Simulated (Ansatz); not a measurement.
Species: sum formula WO2Br2, charge 1, multiplicity 2. The spin state was set by rule; other spins were not relaxed. 
Geometry from a B3LYP-D3(BJ)/def2-TZVP (Ansatz, a first-principles code) optimisation:
```xyz
5

W      0.4212    -0.0532     0.1461
O      1.8542    -0.5474    -0.7195
O      1.0917     0.1751     1.7416
Br    -0.3917     1.9923    -0.7062
Br    -1.1721    -1.7947     0.1636
```
Charge +1, spin multiplicity 2.

Basis-set convergence of Hartree-Fock and CCSD(T) correlation energies (hartree) with Ansatz. Correlated levels leave the core frozen unless marked. Open shells are spin-unrestricted. No spin-orbit coupling. The frozen core is the preceding noble-gas configuration, with the filled d and f shells of earlier blocks. In def2 rows, elements after Kr have scalar-relativistic effective core potentials.

The UHF reference is spin-contaminated (<S^2> 0.44 over the pure value in the largest basis). The T1 diagnostic of CCSD in the largest basis is 0.051, which is high, so the coupled-cluster rows are less sure than usual.

| basis | functions | E(HF) | E(corr, CCSD(T)) |
|---|---|---|---|
| def2-SVPD | 163 | -5359.98503 | -0.86823 |
| def2-TZVPPD | 253 | (withheld) | (withheld) |

Problem. Complete the blanks.

Solution. 
- def2-TZVPPD, E(HF): -5360.83911
- def2-TZVPPD, E(corr, CCSD(T)): -1.05668
